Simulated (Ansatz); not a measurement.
Input for Ansatz (a first-principles code): U-PBE/def2-TZVPPD on H4MgSi (SMILES [MgH][SiH3]), a point of a bond scan (R = 1.872 Å). Files ending in .json are basis or fitting sets from the Basis Set Exchange.

Ansatz 0.2 input:
```yaml
crystal:
  periodic: [false, false, false]
  atoms:
    - {symbol: Mg, position_ang: [-1.27392741, -0.69923846, -0.17849356]}
    - {symbol: H, position_ang: [-2.90271047, -1.59325154, -0.40670693]}
    - {symbol: Si, position_ang: [0.97176783, 0.53338788, 0.13615713]}
    - {symbol: H, position_ang: [1.61305573, 0.24973858, 1.45235735]}
    - {symbol: H, position_ang: [0.83766034, 2.01691253, 0.06363188]}
    - {symbol: H, position_ang: [1.98630247, 0.16875768, -0.89430607]}
basis:
  gaussian:
    orbitals: def2-TZVPPD.json
hamiltonian:
  xc: {name: PBE}
magnetization: {spin_polarized: true, initial_magnetization: 0}
```

Q: What total energy does the run end on?

A: -491.6607 hartree.
